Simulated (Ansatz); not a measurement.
Geometry optimisation, RKS BHLYP-D4/def2-SVP (Ansatz).

The input (input.yaml):

```yaml
crystal:
  periodic: [false, false, false]
  atoms:
    - { symbol: "N", position_ang: [-1.7776, -0.5678, -1.5859] }
    - { symbol: C, position_ang: [-0.6708, 0.1979, -1.0524] }
    - { symbol: Si, position_ang: [0.0046, -0.5854, 0.4814] }
    - { symbol: F, position_ang: [-1.0948, -0.7623, 1.5389] }
    - { symbol: Si, position_ang: [1.7155, 0.7645, 1.2905] }
    - { symbol: F, position_ang: [1.1893, 2.2886, 1.5274] }
    - { symbol: H, position_ang: [-1.56685, -1.059, -2.39845] }
    - { symbol: H, position_ang: [-2.54902, 0.07183, -1.75872] }
    - { symbol: H, position_ang: [-0.9743, 1.2455, -0.7946] }
    - { symbol: H, position_ang: [0.1066, 0.2541, -1.8033] }
    - { symbol: H, position_ang: [0.5464, -1.9462, 0.1872] }
    - { symbol: H, position_ang: [2.2688, 0.2688, 2.6165] }
    - { symbol: H, position_ang: [2.7919, 0.846, 0.3212] }
basis:
  gaussian: { orbitals: def2-SVP }
hamiltonian:
  xc: { name: BHLYP }
  dispersion: d4
relax:
  f_tol: 0.015
  max_steps: 40
```

Command:

```bash
$ ansatz run input.yaml --threads 2 --pin off --max-ram 3072MiB --backend cpu --events-out ev --progress --plain --runs-dir out
```

Q: Where does it end, and by what steps?

A: It converged. The force dipped under the threshold on the way, but the program's further checks kept it going. After 15 steps the energy has fallen by 0.375 eV; H8 moved furthest, 0.52 Å.

```tsv
step	energy less start (eV)	largest force component (eV/Å)	accepted
0	0.0000	2.650	yes
1	-0.2212	1.715	yes
2	-0.2827	0.506	yes
3	-0.3306	0.357	yes
4	-0.3592	0.137	yes
5	-0.3698	0.109	yes
6	-0.3737	0.063	yes
7	-0.3742	0.028	yes
8	-0.3748	0.023	yes
9	-0.3749	0.079	yes
10	-0.3752	0.036	yes
11	-0.3753	0.004	yes
12	-0.3754	0.006	yes
13	-0.3754	0.028	no
14	-0.3755	0.004	yes
15	-0.3755	0.011	yes
```

```xyz
13
Properties=species:S:1:pos:R:3
N -1.840 -0.492 -1.585
C -0.815 0.311 -0.949
Si 0.038 -0.619 0.435
F -0.996 -0.893 1.653
Si 1.791 0.707 1.258
F 1.311 2.249 1.066
H -1.439 -1.271 -2.088
H -2.375 0.046 -2.251
H -1.277 1.185 -0.474
H -0.044 0.722 -1.625
H 0.521 -1.939 -0.035
H 2.080 0.485 2.691
H 3.035 0.526 0.474
```

Whether the end is a true minimum wasn't checked by a vibrational analysis.

Time of the run: 66 s on 2 threads of Arm Neoverse V2 (shared host), peak memory 0.32 GiB.
